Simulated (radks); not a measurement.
Values are calculated unless marked as measured or tabulated.
Task: Ionisation of Se15+, [Ar] 3d1, to Se16+, [Ar], under several functionals. Dirac Kohn-Sham, spin-unpolarised, spherical densities, point nucleus; open shells are shared between the two j in proportion to 2j + 1; a radial shooting solver on a logarithmic mesh with Libxc functionals. Known Delta-SCF values: AM05 516.83 eV. What does OLYP give, and what is its highest occupied eigenvalue?

Result: 517.88 eV by Delta-SCF; the 3d5/2 eigenvalue is -493.67 eV. NIST: 517 eV (theoretical).

Beside tabulated values, note that spin-unpolarised runs miss the spin-polarisation part of the exchange energy of open shells.
